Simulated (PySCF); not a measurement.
Cl3Y, triplet, geometry from GFN2-xTB (such geometries of metal compounds can be far from the true shape) (the multiplicity is a formal guess) (core potentials on Y); PySCF with B3LYP/def2-SVP.

The PySCF input:
```python
from pyscf import gto, scf, dft

mol = gto.M(
    atom='''
Y     0.24151734    0.62691312    0.38844030
Cl    1.68510444   -0.84321126   -0.87245213
Cl   -0.87472993   -1.26310920    1.39683844
Cl   -1.36444369    0.66810800   -1.41551406
''',
    basis='def2-svp',
    ecp={'Y': 'def2-svp'},
    spin=2,
    verbose=4,
)

mf = dft.UKS(mol)
mf.xc = 'b3lyp'
mf.grids.atom_grid = (99, 590)
mf.grids.prune = None
mf.kernel()
```

It wrote (shortened):

```
PySCF version 2.14.0

[INPUT] verbose = 4
[INPUT] num. atoms = 4
[INPUT] num. electrons = 62
[INPUT] charge = 0
[INPUT] spin (= nelec alpha-beta = 2S) = 2
[INPUT] symmetry False subgroup None
[INPUT] Mole.unit = angstrom
[INPUT] Symbol           X                Y                Z      unit          X                Y                Z       unit  Magmom
[INPUT]  1 Y      0.241517340000   0.626913120000   0.388440300000 AA    0.456401626933   1.184694100697   0.734045782744 Bohr   0.0
[INPUT]  2 Cl     1.685104440000  -0.843211260000  -0.872452130000 AA    3.184385882889  -1.593438346549  -1.648695582493 Bohr   0.0
[INPUT]  3 Cl    -0.874729930000  -1.263109200000   1.396838440000 AA   -1.653000000660  -2.386930453418   2.639642091865 Bohr   0.0
[INPUT]  4 Cl    -1.364443690000   0.668108000000  -1.415514060000 AA   -2.578424886491   1.262541141631  -2.674933898871 Bohr   0.0

nuclear repulsion = 256.014455493027
number of shells = 35
number of NR pGTOs = 165
number of NR cGTOs = 85
basis = def2-svp
ecp = {'Y': 'def2-svp'}

******** <class 'pyscf.dft.uks.UKS'> ********
method = UKS
initial guess = minao
damping factor = 0
level_shift factor = 0
DIIS = <class 'pyscf.scf.diis.CDIIS'>
diis_start_cycle = 1
diis_space = 8
diis_damp = 0
SCF conv_tol = 1e-09
SCF conv_tol_grad = None
SCF max_cycles = 50
direct_scf = True
direct_scf_tol = 1e-13
number electrons alpha = 32  beta = 30
XC library pyscf.dft.libxc version 7.1.2
    S. Lehtola, C. Steigemann, M. J. T. Oliveira, and M. A. L. Marques,  SoftwareX 7, 1–5 (2018)
XC functionals = b3lyp
    P. J. Stephens, F. J. Devlin, C. F. Chabalowski, and M. J. Frisch,  J. Phys. Chem. 98, 11623 (1994)
radial grids:
    Treutler-Ahlrichs [JCP 102, 346 (1995); DOI:10.1063/1.469408] (M4) radial grids

becke partition: Becke, JCP 88, 2547 (1988); DOI:10.1063/1.454033
pruning grids: None
grids dens level: 3
symmetrized grids: False
atomic radii adjust function: <function treutler_atomic_radii_adjust>
User specified grid scheme (99, 590)
small_rho_cutoff = 0
Set gradient conv threshold to 3.16228e-05
tot grids = 233640
init E= -1413.58185784417

cycle= 1 E= -1417.08753650899  delta_E= -3.51  |g|= 1.62  |ddm|= 3.69

cycle= 2 E= -1415.49296803589  delta_E= 1.59  |g|= 1.98  |ddm|= 6.42

cycle= 3 E= -1418.60957670519  delta_E= -3.12  |g|= 0.138  |ddm|= 5.79

cycle= 4 E= -1418.61708278274  delta_E= -0.00751  |g|= 0.089  |ddm|= 0.353

cycle= 5 E= -1418.62169636713  delta_E= -0.00461  |g|= 0.0163  |ddm|= 0.161

cycle= 6 E= -1418.62189157761  delta_E= -0.000195  |g|= 0.00557  |ddm|= 0.0417

cycle= 7 E= -1418.6219381432  delta_E= -4.66e-05  |g|= 0.00275  |ddm|= 0.0311

cycle= 8 E= -1418.6219417181  delta_E= -3.57e-06  |g|= 0.00384  |ddm|= 0.0183

cycle= 9 E= -1418.6219558339  delta_E= -1.41e-05  |g|= 0.000421  |ddm|= 0.0122

cycle= 10 E= -1418.62195642681  delta_E= -5.93e-07  |g|= 0.000142  |ddm|= 0.0045

cycle= 11 E= -1418.62195649567  delta_E= -6.89e-08  |g|= 7.46e-05  |ddm|= 0.00178

cycle= 12 E= -1418.62195649993  delta_E= -4.26e-09  |g|= 4.93e-05  |ddm|= 0.000335

cycle= 13 E= -1418.62195650195  delta_E= -2.02e-09  |g|= 6.89e-06  |ddm|= 0.000226

cycle= 14 E= -1418.62195650204  delta_E= -8.96e-11  |g|= 1.42e-06  |ddm|= 5.94e-05

Extra cycle  E= -1418.62195650204  delta_E= 5.46e-12  |g|= 9.09e-07  |ddm|= 7.29e-06
converged SCF energy = -1418.62195650204  <S^2> = 2.0060782  2S+1 = 3.0040494
```
